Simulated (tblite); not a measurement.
C7H11O (doublet state).
Numbering: `[CH2:1]=[CH:2][C@@:3]1([CH:4][CH3:5])[CH2:6][CH2:7][O:8]1` (hydrogens: H9, H10 on C1; H11 on C2; H12 on C4; H13, H14, H15 on C5; H16, H17 on C6; H18, H19 on C7)

Geometry (GFN2-xTB, Å), atoms numbered from 1 in this order:
```
atom  x, y, z in Å
C1    -0.7608    2.3176   -0.5641
C2     0.0037    1.2708   -0.8282
C3    -0.0966   -0.0633   -0.1346
C4     0.8023    0.0539    1.0360
C5     2.2013   -0.4097    0.9901
C6    -1.5131   -0.6274    0.1140
C7    -1.0579   -1.7689   -0.7943
O8     0.2139   -1.1639   -1.0130
H9    -1.5609    2.2728    0.1562
H10   -0.6093    3.2646   -1.0528
H11    0.8136    1.3216   -1.5415
H12    0.4602    0.6660    1.8538
H13    2.3416   -1.0654    0.1341
H14    2.4613   -0.9455    1.9060
H15    2.9021    0.4293    0.9084
H16   -1.7214   -0.9006    1.1448
H17   -2.3169   -0.0173   -0.2879
H18   -0.9579   -2.7430   -0.3055
H19   -1.6150   -1.8823   -1.7288
```

Method: GFN2-xTB as coded in tblite; computed harmonic values from a numerical Hessian at the method's own geometry, unscaled. This tight-binding method is rough: wavenumbers can miss measured ones by several per cent, in bad cases by 10 to 20. One conformer, not necessarily the lowest. Open shells enter through the occupations alone, without spin polarisation, and single modes of such species can be off by tens of per cent.

Harmonic wavenumbers (cm⁻¹): 55.0, 91.6, 100.2, 118.6, 210.2, 211.6, 227.7, 355.9, 399.8, 472.5, 552.4, 612.9, 661.9, 804.7, 867.7, 872.2, 900.1, 978.8, 986.7, 1000.9, 1002.9, 1048.7, 1065.5, 1079.3, 1123.7, 1140.2, 1157.4, 1167.3, 1184.0, 1223.2, 1250.9, 1269.8, 1327.8, 1386.8, 1403.9, 1451.9, 1453.5, 1470.6, 1483.4, 1672.4, 2894.6, 2916.3, 2942.4, 2961.9, 3026.9, 3030.5, 3043.8, 3077.5, 3100.4, 3102.2, 3125.7.

A = 2265, B = 2212, C = 1400 MHz; mass 111.081 u (most abundant isotopes); point group C1, symmetry number 1; spin multiplicity 2.

Zero-point energy?

Half the sum of the wavenumbers: 34533 cm⁻¹ = 413.11 kJ/mol.

What is S at 350 K and 1 bar for an ideal gas of classical rigid rotors and harmonic oscillators?

Translation 170.93, rotation 120.06, vibration 132.03, spin (R ln 2) 5.76: S = 428.8 J/(mol K).

And Cp and H(350 K) − H(0)?

Cp = 171.58 J/(mol K), of which vibrations give 138.32 (their classical limit is 51 R = 424.0); H(350 K) − H(0) = 35.77 kJ/mol without the zero-point energy, 24.13 from vibrations.

What must be added to the electronic energy to get the Gibbs energy at 350 K and 1 bar?

ZPE + [H(350 K) − H(0)] − T·S = 413.11 + 35.77 − 150.07 = 298.81 kJ/mol.

Blend soft modes into free rotors: weight 1/[1 + (100 cm⁻¹/ν̃)⁴] for the oscillator and the rest for a rotor with moment μB/(μ + B), μ = h/(8π²ν), B = 10⁻⁴⁴ kg m². What vibrational entropy results?

122.45 J/(mol K) in place of 132.03, which changes −T·S at 350 K by +3.35 kJ/mol.

Hindered rotation and anharmonicity are outside this model. Other conformers, if any are populated, would add a mixing term that is left out. The structure is chiral; the term R ln 2 for an equal mix with its mirror image is left out.
